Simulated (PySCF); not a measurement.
Species: C6H10FNSi.
Numbering: `[CH3:1][C@@H:2]([F:3])[C@@H:4]1[CH2:5][CH2:6][Si@H:7]1[C:8]#[N:9]`

Geometry (GFN2-xTB, Å), atoms numbered from 1 in this order:
```xyz
19
C6H10FNSi angstrom
C      2.162   -0.496   -1.358
C      0.948   -1.049   -0.627
F      1.362   -1.555    0.601
C     -0.142   -0.020   -0.383
C      0.272    1.197    0.477
C     -0.950    1.293    1.414
Si    -1.521   -0.452    0.888
C     -3.225   -0.570    0.134
N     -4.272   -0.644   -0.326
H      2.932   -1.261   -1.431
H      1.874   -0.184   -2.357
H      2.570    0.358   -0.822
H      0.538   -1.913   -1.167
H     -0.526    0.293   -1.356
H      1.167    0.961    1.051
H      0.458    2.103   -0.099
H     -1.629    2.092    1.120
H     -0.693    1.451    2.458
H     -1.334   -1.594    1.774
```

NICS is the negative of the GIAO shielding at a point without a nucleus: at the ring centre (0) and 1 Å above and below it (1); zz is the component along the ring normal. Level: GIAO PBE0/pcSseg-1 (PySCF, non-relativistic, gas phase) on the GFN2-xTB geometry, one conformer.

Ring bond lengths (Å), with Mayer bond orders in brackets: C4–C5 1.546 (0.97), C5–C6 1.544 (1.01), C6–Si7 1.910 (0.95), Si7–C4 1.924 (0.88).

Task: Give the NICS values of each ring in ppm.

Result: 
```json
{"ring": "C4–C5–C6–Si7", "type": "4-membered ring with Si; formal bonds all single", "NICS(0)": "-0.2", "NICS(1), two faces": "-0.8 / -1.1", "NICS(1)zz, two faces": "5.3 / 4.2", "rms pucker (Å)": "0.09", "centre to ring atoms, mean (Å)": "1.22"}
```

Task: What can be read from them?

Result: 
- C4–C5–C6–Si7: mean NICS(1)zz 4.8 ppm, deshielded. C4, C5, C6, Si7 have four or more neighbours, and the NICS criterion for π rings isn't applied.

Task: At the first NICS(1) probe listed for ring C4–C5–C6–Si7, 1 Å off the ring, what do the in-plane components average?

Result: The isotropic value is a third of the trace: (3 × -0.8 − (5.3))/2 = -3.9 ppm.

Task: What are the shieldings of the ring atoms and their hydrogens in the same run (means over atoms taken as equivalent)?

Result: 
| atoms | environment | σ isotropic (ppm) |
| --- | --- | --- |
| C4 | sp3 carbon bound to silicon | 145.0 |
| C5 | four-membered-ring carbon | 166.0 |
| C6 | sp3 carbon bound to silicon | 175.3 |
| Si7 | SiH silicon | 388.9 |
| H14 | methine hydrogen | 29.48 |
| H15 | methylene hydrogen | 29.22 |
| H16 | methylene hydrogen | 29.42 |
| H17 | methylene hydrogen | 29.90 |
| H18 | methylene hydrogen | 30.24 |
| H19 | Si–H hydrogen | 26.57 |

Hardware: one thread, Arm Neoverse N1 (aarch64), shared host with 64 logical CPUs at a one-minute load of 59. Cost: 88 s of wall time (grids of density and orbitals included), 0.94 GiB resident at most. This is the whole shielding run at PBE0/pcSseg-1, SCF included.
